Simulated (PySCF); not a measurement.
C3H8O2Si, SMILES C[C@H]1OC[Si@@H]1O. Atoms are numbered in the order given.

```xyz
14

C      2.1609     0.6174     0.6261
C      0.9845     0.2903    -0.2708
O      0.9333    -1.1335    -0.5692
C     -0.4777    -1.4416    -0.6188
Si    -0.8014     0.1405     0.3877
O     -2.0182     1.2219     0.0292
H      2.2042     1.7010     0.8219
H      2.0863     0.0915     1.5909
H      3.1095     0.3178     0.1506
H      1.0594     0.8687    -1.2161
H     -0.8630    -1.4435    -1.6588
H     -0.6735    -2.4338    -0.1806
H     -0.8948    -0.0517     1.8583
H     -2.1350     1.4781    -0.8932
```
Charge 0, spin multiplicity 1.

Coordinates come from a B3LYP-D3(BJ)/def2-SVP optimisation. The structure was generated by enumeration; whether it is a known compound was not checked. One conformer was computed; it need not be the lowest.

Two levels are set side by side: PBE/pcSseg-1 (PySCF) and B3LYP/pcSseg-1 (PySCF). GIAO shifts against H2O (¹⁷O), TMS (²⁹Si), TMS (¹H), TMS (¹³C) at the same level; non-relativistic, no solvent, atoms listed together averaged. Differences are taken from unrounded values.

| quantity | PBE |
|---|---|
| δ(¹³C) of C1 (ppm) | 23.2 |
| δ(¹³C) of C2 (ppm) | 92.6 |
| δ(¹⁷O) of O3 (ppm) | 51.8 |
| δ(¹³C) of C4 (ppm) | 77.3 |
| δ(²⁹Si) of Si5 (ppm) | 5.1 |
| δ(¹⁷O) of O6 (ppm) | 78.5 |
| δ(¹H) of H10 (ppm) | 4.81 |
| δ(¹H) of H11, H12 (ppm) | 4.55 |
| δ(¹H) of H13 (ppm) | 5.41 |
| δ(¹H) of H14 (ppm) | 2.40 |

Problem. These are the PBE values. What does B3LYP give? (The exact figures need the calculation; the answer reports its results.)

Solution. 
```
quantity                 B3LYP  PBE minus B3LYP
-----------------------  -----  ---------------
δ(¹³C) of C1 (ppm)        23.2              0.1
δ(¹³C) of C2 (ppm)        90.9              1.7
δ(¹⁷O) of O3 (ppm)        44.9              6.9
δ(¹³C) of C4 (ppm)        76.0              1.3
δ(²⁹Si) of Si5 (ppm)       3.7              1.5
δ(¹⁷O) of O6 (ppm)        69.3              9.2
δ(¹H) of H10 (ppm)        4.58             0.23
δ(¹H) of H11, H12 (ppm)   4.39             0.17
δ(¹H) of H13 (ppm)        5.18             0.24
δ(¹H) of H14 (ppm)        2.41            -0.01
```

Rough cost on one machine, each run with all the roots and properties that it gave: B3LYP against PBE within a factor of 2.
